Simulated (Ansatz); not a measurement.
`F[B@H-]1[Br+][B@H-](F)[Br+]1` at its PBE0-D4/def2-TZVP geometry, where that method's forces vanish. The species carries charge 0 and has multiplicity 1.

| atom | x (Å) | y (Å) | z (Å) |
| --- | --- | --- | --- |
| F1 | -1.0749 | 1.6123 | -1.3690 |
| B2 | -0.8733 | 0.3293 | -1.1095 |
| Br3 | 1.2342 | -0.0730 | -0.9945 |
| B4 | 0.8729 | -0.3242 | 1.1090 |
| F5 | 1.1572 | -1.5647 | 1.4734 |
| Br6 | -1.2561 | -0.0674 | 0.9672 |
| H7 | -1.3816 | -0.5314 | -1.7521 |
| H8 | 1.3215 | 0.6191 | 1.6757 |

Question: For each bond, give half the difference of the two atoms' forces along it (eV/Å; positive pushes the atoms apart) under PBE-D4, r2SCAN-D4, B3LYP-D4, ωB97M-V in def2-TZVPP. (Best estimate.)

Answer: Computed: 
```csv
bond,length (Å),PBE-D4,r2SCAN-D4,B3LYP-D4,ωB97M-V
F1–B2,1.324,0.47,0.07,0.14,0.22
B2–Br3,2.149,0.05,0.14,0.23,0.07
B2–Br6,2.149,0.05,0.14,0.23,0.07
B2–H7,1.188,-0.02,-0.11,-0.27,-0.27
Br3–B4,2.149,0.06,0.14,0.23,0.07
B4–F5,1.324,0.47,0.07,0.13,0.22
B4–Br6,2.149,0.05,0.14,0.23,0.07
B4–H8,1.188,-0.02,-0.12,-0.27,-0.27
```

B3LYP here is the variant with VWN-RPA as its local correlation; programs differ in this.
